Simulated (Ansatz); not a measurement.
Total energies of Al₄Sb₄ from Ansatz at PBE-D4/def2-SVP, gas phase (1 Eh = 27.2114 eV = 2625.5 kJ/mol). The reference geometry is relaxed at r2SCAN-D4/def2-SVP.

Cartesian coordinates in Å:
```
Al -0.7282 -1.8377 -1.3057
Al 2.6722 1.3402 0.2608
Al -2.5596 -0.2884 -0.3281
Al 0.3249 -0.3394 0.9807
Sb 1.7247 -0.6119 -1.4784
Sb -1.5824 -1.9757 1.5060
Sb -0.3570 1.4708 -1.1638
Sb 0.5054 2.2420 1.5284
```

```tsv
state	geometry	energy (Eh)
charge 0 singlet	reference	-1930.10445
charge 1 doublet	reference	-1929.86637
charge -1 doublet	reference	-1930.18596
free Al atom (doublet)	–	-242.14160
free Sb atom (quartet)	–	-240.20171
```

In the def2 sets Sb takes a core potential; there is no spin–orbit coupling.

(1) Work out the vertical ionisation energy to the doublet.

(2) Work out the vertical electron affinity, to the doublet.

(3) Give the fundamental gap IE − EA, the Mulliken electronegativity (IE + EA)/2 and the hardness (IE − EA)/2.

(4) What is the binding energy per atom against free atoms?

(1) E(charge 1 doublet) − E(charge 0 singlet) = -1929.86637 − (-1930.10445) = 0.23808 Eh = 6.48 eV. For comparison, −ε of the highest occupied level is 4.66 eV at this level, 1.82 eV less.

(2) E(charge 0 singlet) − E(charge -1 doublet) = -1930.10445 − (-1930.18596) = 0.08151 Eh = 2.22 eV. The basis lacks diffuse functions, which makes affinities too small.

(3) From the values in Eh: IE − EA = 0.23808 − 0.08151 = 0.15657 Eh = 4.26 eV; (IE + EA)/2 = 4.35 eV; (IE − EA)/2 = 2.13 eV. The HOMO–LUMO gap of the same run is 0.68 eV, 3.58 eV smaller than the fundamental gap.

(4) Atoms: 4 × (-242.14160) + 4 × (-240.20171) = -1929.37324 Eh. Binding: -1929.37324 − (-1930.10445) = 0.73121 Eh = 19.90 eV, or 2.49 eV for each of 8 atoms (no zero-point energy, no counterpoise term).

 

The structure comes from a short search, and lower isomers may exist.
